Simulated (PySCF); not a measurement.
C2HO (SMILES [CH]=C=O), doublet, at a GFN2-xTB geometry; MP2/def2-TZVP (PySCF).

Input for PySCF:
```python
from pyscf import gto, scf, mp

mol = gto.Mole()
mol.atom = '''
    C     0.020962   -0.291180   -1.196607
    C     0.004407    0.004021    0.017111
    H     0.107673   -0.539854   -2.209945
    O    -0.032486    0.282851    1.160865
'''
mol.basis = 'def2-tzvp'
mol.charge = 0
mol.spin = 1
mol.verbose = 4
mol.build()

mf = scf.UHF(mol)
mf.kernel()

pt = mp.MP2(mf, frozen=3)
pt.kernel()
print('E(MP2) = %.10f' % pt.e_tot)
```

The log (banner, timings and long lists left out):

```
PySCF version 2.14.0

[INPUT] verbose = 4
[INPUT] num. atoms = 4
[INPUT] num. electrons = 21
[INPUT] charge = 0
[INPUT] spin (= nelec alpha-beta = 2S) = 1
[INPUT] symmetry False subgroup None
[INPUT] Mole.unit = angstrom
[INPUT] Symbol           X                Y                Z      unit          X                Y                Z       unit  Magmom
[INPUT]  1 C      0.020962000000  -0.291180000000  -1.196607000000 AA    0.039612439023  -0.550250452951  -2.261259508737 Bohr   0.0
[INPUT]  2 C      0.004407000000   0.004021000000   0.017111000000 AA    0.008328023031   0.007598588747   0.032335103717 Bohr   0.0
[INPUT]  3 H      0.107673000000  -0.539854000000  -2.209945000000 AA    0.203472481010  -1.020176207251  -4.176190800352 Bohr   0.0
[INPUT]  4 O     -0.032486000000   0.282851000000   1.160865000000 AA   -0.061389642883   0.534510924059   2.193716917593 Bohr   0.0

nuclear repulsion = 52.9167182732637
number of shells = 37
number of NR pGTOs = 146
number of NR cGTOs = 99
basis = def2-tzvp
ecp = {}

******** <class 'pyscf.scf.uhf.UHF'> ********
method = UHF
initial guess = minao
damping factor = 0
level_shift factor = 0
DIIS = <class 'pyscf.scf.diis.CDIIS'>
diis_start_cycle = 1
diis_space = 8
diis_damp = 0
SCF conv_tol = 1e-09
SCF conv_tol_grad = None
SCF max_cycles = 50
direct_scf = True
direct_scf_tol = 1e-13
number electrons alpha = 11  beta = 10
Set gradient conv threshold to 3.16228e-05
init E= -151.676144634951

cycle= 1 E= -151.047156732787  delta_E= 0.629  |g|= 0.434  |ddm|= 1.45
cycle= 2 E= -151.093453365235  delta_E= -0.0463  |g|= 0.362  |ddm|= 0.503
cycle= 3 E= -151.14168202387  delta_E= -0.0482  |g|= 0.0536  |ddm|= 0.325
cycle= 4 E= -151.144183949152  delta_E= -0.0025  |g|= 0.0238  |ddm|= 0.0627
cycle= 5 E= -151.145120975248  delta_E= -0.000937  |g|= 0.0165  |ddm|= 0.036
cycle= 6 E= -151.14594458785  delta_E= -0.000824  |g|= 0.0121  |ddm|= 0.0313
cycle= 7 E= -151.146678067623  delta_E= -0.000733  |g|= 0.00726  |ddm|= 0.041
cycle= 8 E= -151.14697575234  delta_E= -0.000298  |g|= 0.00343  |ddm|= 0.0298
cycle= 9 E= -151.147047470116  delta_E= -7.17e-05  |g|= 0.00133  |ddm|= 0.0172
cycle= 10 E= -151.147055123939  delta_E= -7.65e-06  |g|= 0.000568  |ddm|= 0.00553
cycle= 11 E= -151.147056260424  delta_E= -1.14e-06  |g|= 0.000231  |ddm|= 0.00212
cycle= 12 E= -151.147056422984  delta_E= -1.63e-07  |g|= 0.000151  |ddm|= 0.000594
cycle= 13 E= -151.147056516629  delta_E= -9.36e-08  |g|= 0.000109  |ddm|= 0.00052
cycle= 14 E= -151.147056556989  delta_E= -4.04e-08  |g|= 7.03e-05  |ddm|= 0.000296
cycle= 15 E= -151.14705659023  delta_E= -3.32e-08  |g|= 3.27e-05  |ddm|= 0.000412
cycle= 16 E= -151.147056595695  delta_E= -5.47e-09  |g|= 1.63e-05  |ddm|= 0.000163
cycle= 17 E= -151.147056596473  delta_E= -7.78e-10  |g|= 7.09e-06  |ddm|= 6.17e-05
Extra cycle  E= -151.147056596554  delta_E= -8.08e-11  |g|= 5e-06  |ddm|= 9.17e-06
converged SCF energy = -151.147056596554  <S^2> = 0.82648097  2S+1 = 2.075072

******** <class 'pyscf.mp.ump2.UMP2'> ********
nocc = (np.int64(8), np.int64(7)), nmo = (96, 96)
frozen orbitals 3
E(UMP2) = -151.637826807678  E_corr = -0.490770211123528
E(SCS-UMP2) = -151.625463081949  E_corr = -0.478406485394585
E_corr(same-spin) = -0.127520501484979
E_corr(oppo-spin) = -0.363249709638549
E(MP2) = -151.6378268077
```
